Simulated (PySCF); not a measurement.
Molfile (atoms numbered from 1):
```
C5H15NSi2
     RDKit          3D

 23 23  0  0  0  0  0  0  0  0999 V2000
    2.8362   -0.0893   -0.7497 C   0  0  0  0  0  0  0  0  0  0  0  0
    1.3642   -0.4483   -0.6380 C   0  0  0  0  0  0  0  0  0  0  0  0
    0.5850    0.5122    0.2547 C   0  0  0  0  0  0  0  0  0  0  0  0
   -0.8289    0.1936    0.3662 N   0  0  0  0  0  0  0  0  0  0  0  0
   -1.4788   -0.9443    1.5251 Si  0  0  0  0  0  4  0  0  0  0  0  0
   -3.3244   -0.6048    1.2971 C   0  0  0  0  0  0  0  0  0  0  0  0
   -3.5383   -0.1734   -0.1680 C   0  0  0  0  0  0  0  0  0  0  0  0
   -2.0481    0.8668   -0.6926 Si  0  0  0  0  0  4  0  0  0  0  0  0
    2.9722    0.9189   -1.1735 H   0  0  0  0  0  0  0  0  0  0  0  0
    3.3284   -0.0994    0.2365 H   0  0  0  0  0  0  0  0  0  0  0  0
    3.3774   -0.7959   -1.3970 H   0  0  0  0  0  0  0  0  0  0  0  0
    0.8953   -0.4591   -1.6371 H   0  0  0  0  0  0  0  0  0  0  0  0
    1.2505   -1.4719   -0.2403 H   0  0  0  0  0  0  0  0  0  0  0  0
    1.0468    0.5267    1.2601 H   0  0  0  0  0  0  0  0  0  0  0  0
    0.7062    1.5418   -0.1322 H   0  0  0  0  0  0  0  0  0  0  0  0
   -1.1218   -2.3734    1.2301 H   0  0  0  0  0  0  0  0  0  0  0  0
   -0.9743   -0.6503    2.9055 H   0  0  0  0  0  0  0  0  0  0  0  0
   -3.5900    0.2194    1.9814 H   0  0  0  0  0  0  0  0  0  0  0  0
   -3.9599   -1.4609    1.5759 H   0  0  0  0  0  0  0  0  0  0  0  0
   -3.5607   -1.0593   -0.8261 H   0  0  0  0  0  0  0  0  0  0  0  0
   -4.4987    0.3468   -0.3151 H   0  0  0  0  0  0  0  0  0  0  0  0
   -2.2325    2.3392   -0.4633 H   0  0  0  0  0  0  0  0  0  0  0  0
   -1.7112    0.7005   -2.1443 H   0  0  0  0  0  0  0  0  0  0  0  0
  1  2  1  0
  2  3  1  0
  3  4  1  0
  4  5  1  0
  5  6  1  0
  6  7  1  0
  7  8  1  0
  8  4  1  0
  1  9  1  0
  1 10  1  0
  1 11  1  0
  2 12  1  0
  2 13  1  0
  3 14  1  0
  3 15  1  0
  5 16  1  0
  5 17  1  0
  6 18  1  0
  6 19  1  0
  7 20  1  0
  7 21  1  0
  8 22  1  0
  8 23  1  0
M  END
```

Geometry: PBE0-D3(BJ)/def2-SVP; GIAO absolute shieldings from PySCF, gas phase, non-relativistic, averaged over equivalent atoms.

At PBE0/pcSseg-1 (225 basis functions, 42 s wall time on 1 thread of an Arm Neoverse V1, shared host):
| atoms | σ (ppm) |
| --- | --- |
| C3 | 134.6 |
| C2 | 156.6 |
| C1 | 171.6 |
| C6/C7 | 177.0 |
| N4 | 237.8 |
| Si5/Si8 | 369.6 |
| H16/H17/H22/H23 | 26.46 |
| H14/H15 | 28.51 |
| H12/H13 | 29.75 |
| H18/H19/H20/H21 | 30.18 |
| H9/H10/H11 | 30.36 |

What do these become at B97-2/pcSseg-1?

Answers


| atoms | σ at B97-2/pcSseg-1 | change |
| --- | --- | --- |
| C3 | 134.1 | -0.5 |
| C2 | 155.6 | -1.0 |
| C1 | 170.3 | -1.3 |
| C6/C7 | 175.9 | -1.1 |
| N4 | 236.8 | -1.0 |
| Si5/Si8 | 376.1 | +6.5 |
| H16/H17/H22/H23 | 26.67 | +0.21 |
| H14/H15 | 28.62 | +0.11 |
| H12/H13 | 29.86 | +0.11 |
| H18/H19/H20/H21 | 30.31 | +0.13 |
| H9/H10/H11 | 30.46 | +0.10 |

The largest change is at Si5/Si8 (silicon bonded to C, N, 2 H, in a 5-membered ring). Cost: 225 basis functions, 39 s wall time on 1 thread of an Arm Neoverse V1, shared host. The order of the carbon signals is the same at both levels.
